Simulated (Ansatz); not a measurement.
`c1ccc2c(c1)oc1c3ccccc3oc21`, relaxed as a singlet with RKS PBE0-D4/def2-SVP in Ansatz, starting from the GFN2-xTB geometry. Force threshold 0.03 eV/Å.

Start:

```tsv
atom	x (Å)	y (Å)	z (Å)
C1	3.787	1.823	0.693
C2	3.781	0.674	1.484
C3	2.695	-0.173	1.511
C4	1.593	0.143	0.721
C5	1.611	1.316	-0.083
C6	2.707	2.161	-0.101
O7	0.456	1.477	-0.793
C8	-0.315	0.416	-0.454
C9	-1.592	-0.145	-0.723
C10	-2.695	0.173	-1.512
C11	-3.781	-0.675	-1.485
C12	-3.787	-1.823	-0.693
C13	-2.708	-2.161	0.102
C14	-1.611	-1.317	0.082
O15	-0.456	-1.479	0.791
C16	0.316	-0.417	0.452
H17	4.656	2.463	0.701
H18	4.647	0.449	2.088
H19	2.690	-1.061	2.124
H20	2.707	3.049	-0.713
H21	-2.690	1.062	-2.122
H22	-4.648	-0.449	-2.087
H23	-4.657	-2.463	-0.701
H24	-2.708	-3.046	0.718
```

Estimate the energy that the relaxation releases and the steps that it takes.

0.06 eV, in 4 steps; 49 s on 4 threads of Arm Neoverse V1 on a shared host. No frequencies were taken in this run, so the end may be a saddle point.

Does the start keep its bonding and symmetry?

By distances, no bond broke or formed. The bond that changes most is C8–C16, from 1.38 to 1.37 Å (atoms count from 1). Point group C2h at the start, C2h at the end, both within 0.05 Å.

Predict the relaxed structure.


```xyz
24

C     3.7995    1.8300    0.6933
C     3.7996    0.6760    1.4939
C     2.7075   -0.1825    1.5241
C     1.5950    0.1300    0.7332
C     1.6172    1.3038   -0.0690
C     2.7051    2.1622   -0.1021
O     0.4629    1.4717   -0.7811
C    -0.3089    0.4139   -0.4466
C    -1.5950   -0.1300   -0.7333
C    -2.7076    0.1826   -1.5239
C    -3.8000   -0.6754   -1.4930
C    -3.7995   -1.8301   -0.6933
C    -2.7050   -2.1624    0.1018
C    -1.6170   -1.3040    0.0686
O    -0.4628   -1.4717    0.7811
C     0.3090   -0.4141    0.4463
H     4.6753    2.4829    0.6933
H     4.6777    0.4505    2.1032
H     2.7101   -1.0788    2.1469
H     2.6925    3.0560   -0.7279
H    -2.7099    1.0787   -2.1471
H    -4.6775   -0.4509   -2.1037
H    -4.6757   -2.4824   -0.6927
H    -2.6925   -3.0560    0.7280
```
Bond lengths: 15 × C–C 1.37 to 1.43 Å; 4 × C–O 1.35 to 1.37 Å; 8 × C–H 1.09 Å.
